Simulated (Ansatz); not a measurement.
Isolated molecules relaxed with PBE0-D4/def2-TZVP in Ansatz; ΔE leaves out vibrations. CCSD(T)/CBS is the MP2 limit (def2-TZVPP, def2-QZVPP) plus CCSD(T) − MP2 in def2-TZVPP, frozen cores. This one scheme is used for every species. Functionals use def2-TZVPP. B3LYP here is the variant with VWN-RPA as its local correlation; programs differ in this. One conformer a species, not always the lowest.

Consider the ligand exchange at the Si–C bond: `CC[SiH3]` + `OB(S)S` → `[SiH3]OB(S)S` + `CC`.

**Question.** Is it downhill or uphill in electronic energy at CCSD(T)/CBS, and by how much? (An estimate is asked.)

**Answer.** Ansatz gave: Downhill: ΔE = -1.03 eV.

**Question.** What do these levels give: r2SCAN-D4, ωB97X-V, B2PLYP, PBE, PBE0, B3LYP, CCSD(T)/def2-TZVPP, HF/def2-QZVPP, MP2/def2-QZVPP, SCS-MP2/def2-QZVPP, MP2/CBS(def2), CCSD/CBS(def2)? (An estimate is asked.)

**Answer.** The calculation gave: r2SCAN-D4 -1.00, ωB97X-V -1.00, B2PLYP -1.06, PBE -0.87, PBE0 -0.92, B3LYP -1.05, CCSD(T)/def2-TZVPP -1.02, HF/def2-QZVPP -1.23, MP2/def2-QZVPP -1.06, SCS-MP2/def2-QZVPP -1.09, MP2/CBS(def2) -1.05, CCSD/CBS(def2) -1.05 eV.

Largest T1 diagnostic among the species: 0.013.

From PBE to PBE0 (25 % exact exchange), in def2-TZVPP and without D4, ΔE moves by −0.05 eV. In def2-TZVPP, CCSD(T) changes the Hartree–Fock value by +0.19 eV (the triples alone add +0.02 eV) and MP2 by +0.17 eV.
